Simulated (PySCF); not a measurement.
Here is a computed PBE0-D3(BJ)/def2-SVP geometry (Å):
```
F 
C   1  1.3807
C   2  1.5314  1  108.75
Ge  3  1.9859  2   88.45  1   -87.73
C   2  1.5395  1  106.40  3  -109.44
F   5  1.3767  2  110.02  1  -160.04
H   2  1.1054  1  108.40  3   127.62
H   3  1.1001  2  111.15  1   161.57
H   3  1.0979  2  114.08  1    37.11
H   4  1.5371  3  118.15  2  -130.49
H   4  1.5358  3  116.02  2    93.12
H   5  1.1007  2  113.24  1   -36.64
```
Z-matrix in Å and degrees, rows numbered from 1.

Neutral, closed shell.

Q: Read off the bonds between heavy atoms and their formal orders.

A: F1–C2 (single); C2–C3 (single); C3–Ge4 (single); Ge4–C5 (single); C5–F6 (single); C2–C5 (single). Hydrogens: H7 on C2; H8, H9 on C3; H10, H11 on Ge4; H12 on C5.

Q: Which species is it?

A: `F[C@@H]1[CH2][GeH2][C@H]1F`, C3H6F2Ge.

Q: What is the point group of this geometry?

A: C1 (no symmetry element, even within 0.4 Å).

Q: Which rings does it hold?

A: C2–C3–Ge4–C5 (4 members, 0.16 Å rms from planarity).

Q: Classify the heavy atoms.

A: F1: alkyl fluorine; C2: sp3 C–F carbon; C3: sp3 carbon bound to germanium; Ge4: germanium bonded to 2 C and 2 H; C5: sp3 C–F carbon; F6: alkyl fluorine.

Q: What is the arrangement about C3?

A: It has 4 neighbours (C2, Ge4, H8, H9) and has angles from 88.4° to 122.2°.

Q: What is the arrangement about C5?

A: It has 4 neighbours (Ge4, F6, C2, H12) and has angles from 87.5° to 124.1°.
